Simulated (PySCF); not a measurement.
Si(H)3(NCO) (CH3NOSi), SMILES [SiH3]N=C=O. Atoms are numbered in the order given.

```xyz
7

Si     0.0000     0.0000    -1.5987
N      0.0000     0.0000     0.1214
C      0.0000     0.0000     1.3177
O      0.0000     0.0000     2.4855
H     -1.2194    -0.7040    -2.0861
H      0.0000     1.4080    -2.0861
H      1.2194    -0.7040    -2.0861
```
Charge 0, spin multiplicity 1.

The structure is a stationary point at PBE0-D3(BJ)/def2-SVP.

Level of theory: PySCF with PBE0/pcSseg-1.

GIAO shieldings, no solvent; atoms alike by connectivity are averaged. δ = σ(ref) − σ: ²⁹Si against TMS (σ = 352.7 ppm); ¹⁵N against NH3 (σ = 267.4 ppm); ¹³C against TMS (σ = 186.3 ppm); ¹⁷O against H2O (σ = 334.2 ppm); ¹H against TMS (σ = 31.56 ppm), references at their B3LYP-D3(BJ)/def2-TZVP geometries, non-relativistic.

| atoms | nucleus | count | δ (ppm) |
|---|---|---|---|
| Si1 | ²⁹Si | 1 | -68.3 |
| N2 | ¹⁵N | 1 | (withheld) |
| C3 | ¹³C | 1 | 129.5 |
| O4 | ¹⁷O | 1 | 143.4 |
| H5, H6, H7 | ¹H | 3 | (withheld) |

Task: Fill in the missing entries. (Estimate from the structure and the level; the computed values follow.)

Result: 
- N2, δ (ppm): 29.5
- H5, H6, H7, δ (ppm): 5.08
